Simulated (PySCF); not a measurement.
CH3O3Re (SMILES [CH3][Re](=[O])(=[O])=[O]), singlet, geometry from GFN2-xTB (such geometries of metal compounds can be far from the true shape) (core potentials on Re); TPSS/def2-SV(P) run with PySCF.

Input for PySCF:
```python
from pyscf import gto, scf, dft

mol = gto.M(
    atom='''
Re    0.06874118   -0.12694771   -0.06206747
O     1.20409994    0.71141375   -0.92250863
O     0.49430691   -0.80148520    1.38573825
O    -1.28320559   -0.67670116   -0.83812129
C    -0.89001532    1.64363512    0.80360865
H    -0.15488768    2.19502798    1.39106321
H    -1.71349648    1.32519993    1.44394246
H    -1.26872215    2.27322082   -0.00246365
''',
    basis='def2-sv(p)',
    ecp={'Re': 'def2-sv(p)'},
    verbose=5,
)

mf = dft.UKS(mol)
mf.xc = 'tpss'
mf.kernel()
mf.analyze()
```

Write the output that PySCF gives for this input, abridged.


```
PySCF version 2.14.0

[INPUT] verbose = 5
[INPUT] max_memory = 4000
[INPUT] num. atoms = 8
[INPUT] num. electrons = 48
[INPUT] charge = 0
[INPUT] spin (= nelec alpha-beta = 2S) = 0
[INPUT] symmetry False subgroup None
[INPUT] Mole.unit = angstrom
[INPUT] Symbol           X                Y                Z      unit          X                Y                Z       unit  Magmom
[...]
[INPUT] ---------------- BASIS SET ----------------
[INPUT] l, kappa, [nprim/nctr], expnt,             c_1 c_2 ...
[INPUT] Re
[...]
                                12.324075         1.9371421121
[...]
                                6.350206          -0.76096056536
                                1.3311713455      0.53252276765
                                0.62659600547     0.5148304504
[...]
                                1.8487943286      0.18067495215
                                0.78702048429     0.45160766937
                                0.32069843172     0.432612362657
[...]
[INPUT] O
[...]
                                340.87010191      -0.03989003923
                                77.363135167      -0.17853911985
                                21.47964494       -0.46427684959
                                6.6589433124      -0.44309745172
[...]
                                3.863550544       0.23094120765
                                1.0480920883      0.51375311064
[...]
[INPUT] H
[...]
                                1.9622572         0.13796524
                                0.44453796        0.47831935
[...]
[INPUT] C
[...]
                                186.29004992      0.040638409211
                                42.251176346      0.18025593888
                                11.676557932      0.46315121755
                                3.5930506482      0.44087173314
[...]
                                2.0103545142      0.21117025112
                                0.54771004707     0.51328172114
[...]
nuclear repulsion = 229.098609107768
number of shells = 41
number of NR pGTOs = 158
number of NR cGTOs = 87
basis = def2-sv(p)
ecp = {'Re': 'def2-sv(p)'}

******** <class 'pyscf.dft.uks.UKS'> ********
method = UKS
initial guess = minao
damping factor = 0
level_shift factor = 0
DIIS = <class 'pyscf.scf.diis.CDIIS'>
diis_start_cycle = 1
diis_space = 8
diis_damp = 0
SCF conv_tol = 1e-09
SCF conv_tol_grad = None
SCF max_cycles = 50
direct_scf = True
direct_scf_tol = 1e-13
number electrons alpha = 24  beta = 24
[...]
converged SCF energy = -343.755516477013  <S^2> = 1.4196644e-11  2S+1 = 1
Total Energy =                        -343.755516477013316
[...]
spin_pop of  0 Re 5dx2-y2   -0.00000
spin_pop of  0 Re 6dxy     -0.00000
spin_pop of  0 Re 6dyz     -0.00000
spin_pop of  0 Re 6dz^2    -0.00000
spin_pop of  0 Re 6dxz     -0.00000
spin_pop of  0 Re 6dx2-y2   -0.00000
spin_pop of  1 O 1s       -0.00000
spin_pop of  1 O 2s        0.00000
spin_pop of  1 O 3s       -0.00000
spin_pop of  1 O 2px       0.00000
spin_pop of  1 O 2py       0.00000
spin_pop of  1 O 2pz       0.00000
spin_pop of  1 O 3px      -0.00000
spin_pop of  1 O 3py      -0.00000
spin_pop of  1 O 3pz      -0.00000
spin_pop of  1 O 3dxy     -0.00000
spin_pop of  1 O 3dyz     -0.00000
spin_pop of  1 O 3dz^2    -0.00000
spin_pop of  1 O 3dxz     -0.00000
spin_pop of  1 O 3dx2-y2   -0.00000
spin_pop of  2 O 1s       -0.00000
spin_pop of  2 O 2s        0.00000
spin_pop of  2 O 3s       -0.00000
spin_pop of  2 O 2px       0.00000
spin_pop of  2 O 2py       0.00000
spin_pop of  2 O 2pz       0.00000
spin_pop of  2 O 3px      -0.00000
spin_pop of  2 O 3py      -0.00000
spin_pop of  2 O 3pz      -0.00000
spin_pop of  2 O 3dxy     -0.00000
spin_pop of  2 O 3dyz     -0.00000
spin_pop of  2 O 3dz^2    -0.00000
spin_pop of  2 O 3dxz     -0.00000
spin_pop of  2 O 3dx2-y2   -0.00000
spin_pop of  3 O 1s       -0.00000
spin_pop of  3 O 2s        0.00000
spin_pop of  3 O 3s       -0.00000
spin_pop of  3 O 2px       0.00000
spin_pop of  3 O 2py       0.00000
spin_pop of  3 O 2pz       0.00000
spin_pop of  3 O 3px      -0.00000
spin_pop of  3 O 3py      -0.00000
spin_pop of  3 O 3pz      -0.00000
spin_pop of  3 O 3dxy     -0.00000
spin_pop of  3 O 3dyz     -0.00000
spin_pop of  3 O 3dz^2    -0.00000
spin_pop of  3 O 3dxz     -0.00000
spin_pop of  3 O 3dx2-y2   -0.00000
spin_pop of  4 C 1s       -0.00000
spin_pop of  4 C 2s        0.00000
spin_pop of  4 C 3s       -0.00000
spin_pop of  4 C 2px       0.00000
spin_pop of  4 C 2py       0.00000
spin_pop of  4 C 2pz       0.00000
spin_pop of  4 C 3px      -0.00000
spin_pop of  4 C 3py      -0.00000
spin_pop of  4 C 3pz      -0.00000
spin_pop of  4 C 3dxy     -0.00000
spin_pop of  4 C 3dyz     -0.00000
spin_pop of  4 C 3dz^2    -0.00000
spin_pop of  4 C 3dxz     -0.00000
spin_pop of  4 C 3dx2-y2   -0.00000
spin_pop of  5 H 1s       -0.00000
spin_pop of  5 H 2s       -0.00000
spin_pop of  6 H 1s       -0.00000
spin_pop of  6 H 2s       -0.00000
spin_pop of  7 H 1s       -0.00000
spin_pop of  7 H 2s       -0.00000
In total            24.00000 | 24.00000
Dipole moment(X, Y, Z, Debye): -0.67770,  1.25077,  0.61124
```
